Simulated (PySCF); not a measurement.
# Polarisability and C₆ of Cs³³⁺ (caesium, charge +33)

[Ar] 3d4, high-spin 5D determinant. All numbers are calculated (PySCF 2.14, scalar relativity by spin-free X2C-1e, in an uncontracted even-tempered set (18 s from 5.3 bohr⁻², ratio 2.5; 12 p from 6.9 bohr⁻², ratio 2.5; 8 d from 6.9 bohr⁻², ratio 2.5; 4 f from 26 bohr⁻², ratio 2.7; 3 g from 39 bohr⁻², ratio 2.7)). Coupled (time-dependent) response in atomic units; α is the mean over directions.

```tsv
method	mean α (bohr³)	α xx, yy, zz	C₆ (like pair)	S(−4)
PBE0	0.01163	0.01207, 0.01207, 0.01075	0.001779	8.551e-05
```

S(−4) is the Cauchy moment in α(ω) = α(0) + S(−4) ω² + …

Spin-orbit coupling is absent.

α(iu) at PBE0:

```
u (hartree)  α(iu) (bohr³)
          0        0.01163
       2.00        0.01130
       4.00        0.01046
       8.00       0.008341
       12.0       0.006658
       16.0       0.005530
       20.0       0.004763
       30.0       0.003596
       40.0       0.002879
       60.0       0.001965
        100       0.001053
```

A single London oscillator, α(iu) = α/(1 + u²/ω²), gives C₆ = (3/4) ω α². Matching the computed C₆ needs ω = 4 × 0.001779 / (3 × 0.01163²) = 17.5 hartree.

For an ion, C₆ is the dispersion term alone; charge-induced terms of lower order in 1/R come first.

The components differ because the open shell of this determinant is not spherical; for a pure term their mean is the scalar polarisability.

Spin-orbit coupling, absent here, splits the open shell strongly.
